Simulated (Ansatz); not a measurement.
KNa₄⁺ (the lowest singlet isomer of a short search), 5 atoms. Hardware: 4 threads of Arm Neoverse V2 on a shared host.

Correlated methods freeze 9 core orbitals; core or outer-core shells of Na, K are correlated, in sets that lack core-valence functions.

Question: How many basis functions does each of these Ansatz runs have, and roughly what does it cost? PBE/def2-TZVP, charge 1 singlet, energy and forces, from earlier orbitals; PBE/def2-SVP, charge 1 singlet, relaxation, 23 steps; BLYP/def2-TZVP, charge 1 singlet, energy, from earlier orbitals; CCSD(T)/def2-TZVPP, charge 1 singlet, energy, from earlier orbitals; B2PLYP/def2-TZVP, charge 1 singlet, energy, from earlier orbitals; BHLYP/def2-TZVP, charge 1 singlet, energy, from earlier orbitals; r2SCAN/def2-TZVP, charge 1 singlet, energy, from earlier orbitals; MP2/def2-TZVP, charge 1 singlet, energy, from earlier orbitals; PBE/def2-SVP, charge 1 singlet, energy, from earlier orbitals; PBE0/def2-SVP, charge 1 singlet, energy, from earlier orbitals; PBE0/def2-TZVP, charge 1 singlet, energy, from earlier orbitals.

Answer: Other jobs shared the machine, so times can vary by a factor of up to 3. A dash marks memory too small to be measured apart from the calling script's.

| run | functions | fitting or Cholesky vectors | wall time | peak host memory (GiB) |
| --- | --- | --- | --- | --- |
| PBE/def2-SVP, charge 1 singlet, energy, from earlier orbitals | 84 | 976 | 1.1 s | – |
| MP2/def2-TZVP, charge 1 singlet, energy, from earlier orbitals | 161 | 1472 | 1.8 s | – |
| PBE0/def2-SVP, charge 1 singlet, energy, from earlier orbitals | 84 | 768 | 1.8 s | – |
| PBE/def2-TZVP, charge 1 singlet, energy and forces, from earlier orbitals | 161 | 1433 | 2.2 s | – |
| PBE0/def2-TZVP, charge 1 singlet, energy, from earlier orbitals | 161 | 1498 | 2.2 s | – |
| BLYP/def2-TZVP, charge 1 singlet, energy, from earlier orbitals | 161 | 1433 | 2.3 s | – |
| BHLYP/def2-TZVP, charge 1 singlet, energy, from earlier orbitals | 161 | 1544 | 2.7 s | – |
| B2PLYP/def2-TZVP, charge 1 singlet, energy, from earlier orbitals | 161 | 1472 | 3.8 s | – |
| r2SCAN/def2-TZVP, charge 1 singlet, energy, from earlier orbitals | 161 | 1433 | 3.8 s | – |
| PBE/def2-SVP, charge 1 singlet, relaxation, 23 steps | 84 | 976 | 18 s | – |
| CCSD(T)/def2-TZVPP, charge 1 singlet, energy, from earlier orbitals | 161 | 1472 | 56 s | 1.8 |
